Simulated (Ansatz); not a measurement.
Sn(I)(OH)3 (H3IO3Sn), SMILES [OH][Sn]([OH])([OH])[I].

Geometry optimised at B3LYP-D3(BJ)/def2-SVP. The geometry has at least one imaginary mode, so it is a saddle point at that level. The structure was generated by enumeration; whether it is a known compound was not checked. The def2 effective core potentials stand for the cores of I, Sn; spin–orbit coupling is left out. The values are those of a single conformer.

Two levels are set side by side: PBE/def2-SVPD (Ansatz, a quantum-chemistry and plane-wave program) and CAM-B3LYP/def2-SVPD (Ansatz). Energy differences of separate SCF runs at the same geometry; the states with an electron removed or added have multiplicity 2 and 2. Differences are taken from unrounded values.

```tsv
quantity	PBE
vertical ionisation energy (eV)	9.76
vertical electron affinity (eV)	1.23
vertical singlet–triplet gap (eV)	3.49
```

Problem. These are the PBE values. What does CAM-B3LYP give? (An estimate is asked for; the answer gives what the named calculation found.)

Solution. 
| quantity | CAM-B3LYP | PBE minus CAM-B3LYP |
|---|---|---|
| vertical ionisation energy (eV) | 10.36 | -0.61 |
| vertical electron affinity (eV) | 1.18 | 0.05 |
| vertical singlet–triplet gap (eV) | 3.97 | -0.48 |
